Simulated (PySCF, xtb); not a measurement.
ReBr4, SMILES [Br][Re]([Br])([Br])[Br] (connectivity only; charge and spin as stated), neutral, multiplicity 4.

Harmonic wavenumbers (cm⁻¹) from xtb with GFN2-xTB at its own minimum, in rising order: 20, 35, 36, 79, 93, 221, 230, 230, 276.

Problem. What does r2SCAN-D4/def2-SVP run with PySCF 2.14.0 give at its own minimum? (Estimate from the structure and the level; the computed values follow.)

Solution. 33, 33, 39, 86, 102, 239, 258, 258, 287. Paired by order, the mean absolute difference is 13 cm⁻¹ and the zero-point energies are 1.7 and 1.9 kcal/mol.
